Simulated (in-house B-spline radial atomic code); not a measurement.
## TDHF excitations of Cu⁺

Method: TDHF. Computed with a B-spline radial code for spherical atoms: linear response of the closed shell [Ar] 3d10 with bare exchange (time-dependent Hartree-Fock); scalar-relativistic (spin-free one-electron X2C), finite nucleus, no spin-orbit coupling, no double excitations, S, P, D and F terms only. Only terms of natural parity with L up to 3 were computed.

Command:
```bash
python run_td.py task.json out
```
Settings (radii: box in bohr, nucleus in fm):
```
Z                        29
electrons                28
configuration            [Ar] 3d10
hamiltonian              x2c
method                   hf
box_radius               41.61
rms_radius               3.8823
intervals                75
```

Time taken, with all properties: 2.1 s on 1 thread of Arm Neoverse N1, with other jobs on the host.

The lowest states, in the order of their Tamm-Dancoff energies; the method's threshold (minus the highest occupied level) is 21.846 eV. Labels give the largest channel, * marks a mixed state, and oscillator strengths are full-response dipole values. Energies in eV:

| state | full response | Tamm-Dancoff | oscillator strength |
| --- | --- | --- | --- |
| 3d → 4s 3D | 3.876 | 3.945 | - |
| 3d → 4s 1D | 4.618 | 4.646 | - |
| 3d → 4p 3P | 9.428 | 9.486 | - |
| 3d → 4p 3F | 9.786 | 9.835 | - |
| 3d → 4p 1F | 10.140 | 10.151 | - |
| 3d → 4p 1P | 10.654 | 10.753 | 0.386 |
| 3d → 5s 3D | ? | ? | - |
| 3d → 5s 1D | 15.027 | 15.031 | - |
| 3d → 4d 3S | 15.212 | 15.331 | - |
| 3d → 4d 3D | ? | ? | - |

Problem. Where does 3d → 5s 3D lie?

Solution. At 14.914 eV in full response, 14.923 eV in Tamm-Dancoff.

Problem. Where does 3d → 4d 3D lie?

Solution. At 15.727 eV in full response, 15.764 eV in Tamm-Dancoff.

Problem. How large is the singlet-triplet splitting of 3d → 4s (D terms) in Tamm-Dancoff?

Solution. 0.701 eV, from the unrounded values.

Problem. What polarisabilities and dispersion coefficient does the method give?

Solution. Dipole 5.356 bohr³, quadrupole 28.99 bohr⁵, C6 17.22 hartree·bohr⁶ for two such species.
